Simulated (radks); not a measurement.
Charge is removed step by step from the 3p level of Fe3+, starting from [Ar] 3d5. All-electron calculation, non-relativistic Kohn-Sham, r2SCAN, spin-unpolarised, spherical densities, point nucleus; meta-GGA in the generalised Kohn-Sham scheme. Program: a radial shooting solver on a logarithmic mesh with Libxc functionals.

| removed (e) | E - E(0) (eV) | eigenvalue (eV) | E minus straight line (eV) |
|---|---|---|---|
| 0 | 0.000 | -98.361 | 0.000 |
| 0.25 | 25.249 | -103.65 | -2.030 |
| 0.5 | 51.833 | -109.05 | -2.725 |
| 0.75 | 79.781 | -114.55 | -2.057 |
| 1 | 109.12 | -120.15 | 0.000 |

Removing the whole electron costs 109.12 eV by Delta-SCF, against 98.361 eV from minus the eigenvalue at the starting occupation. Slater's transition state (half an electron removed) gives 109.05 eV. Integrating minus the eigenvalue over the occupation (Janak's theorem) gives 109.12 eV. The mean slope of the eigenvalue, de/dn, is 21.8 eV per electron.
